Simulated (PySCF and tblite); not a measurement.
Results of a calculation; reference values are marked as such.
System: C₄H₁₀Si, numbered as in [CH2:1]1[CH2:2][CH2:3][SiH2:4][CH2:5]1.

Level: PBE0/pcSseg-1 + D3(BJ), IEF-PCM methanol on PBE0-D3(BJ)/def2-SVP stationary points, with GFN2-xTB thermal terms. Rate constants are transition-state-theory values, counting equivalent paths, without tunnelling. Programs: tblite and PySCF.

(1) Estimate the barrier and the room-temperature rate of the inversion of the 5-membered ring (1–2–3–4–5).

## Answers

(1) The electronic barrier is 4.2 kcal/mol and ΔG‡(298 K) 4.2 kcal/mol, over a Cs saddle (envelope) with an imaginary mode of 122i cm⁻¹ (GFN2-xTB). With 2 equivalent paths, k is 1×10¹⁰ s⁻¹, a mean lifetime of the start of 100 ps against this motion.
